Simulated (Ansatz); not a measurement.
The cluster LiAl3. Total charge 0; singlet. Geometry r2SCAN-D4/def2-TZVP, that of the neutral singlet.

Cartesian coordinates in Å:
```
Al -0.868 0.700 1.117
Al 1.236 -0.616 0.744
Al -0.859 -1.211 -0.511
Li 0.491 1.126 -1.350
```

At PBE-D4/def2-TZVP, r2SCAN-D4/def2-TZVP, PBE0-D4/def2-TZVP the unrestricted singlet has broken spin symmetry (⟨S²⟩ up to 0.72). The structure comes from a short search, and lower isomers may exist.

Question: Estimate the orbital energies around the gap (eV) in Ansatz with PBE-D4/def2-TZVP, r2SCAN-D4/def2-TZVP, PBE0-D4/def2-TZVP.

Answer: 
| orbital | PBE-D4/def2-TZVP | r2SCAN-D4/def2-TZVP | PBE0-D4/def2-TZVP |
| --- | --- | --- | --- |
| HOMO−5 | -51.73 | -53.43 | -55.85 |
| HOMO−4 | -10.35 | -10.72 | -11.84 |
| HOMO−3 | -6.73 | -6.91 | -7.66 |
| HOMO−2 | -6.51 | -6.53 | -7.22 |
| HOMO−1 | -4.73 | -4.86 | -5.41 |
| HOMO | -3.77 | -3.98 | -4.50 |
| LUMO | -3.04 | -2.97 | -2.42 |
| LUMO+1 | -2.90 | -2.58 | -2.17 |
| LUMO+2 | -2.18 | -2.06 | -1.58 |
| LUMO+3 | -2.05 | -1.83 | -1.41 |
| LUMO+4 | -1.83 | -1.25 | -1.29 |
| LUMO+5 | 0.36 | 0.73 | 0.96 |
| β HOMO | -3.77 | -3.98 | -4.50 |
| β LUMO | -3.06 | -2.97 | -2.43 |
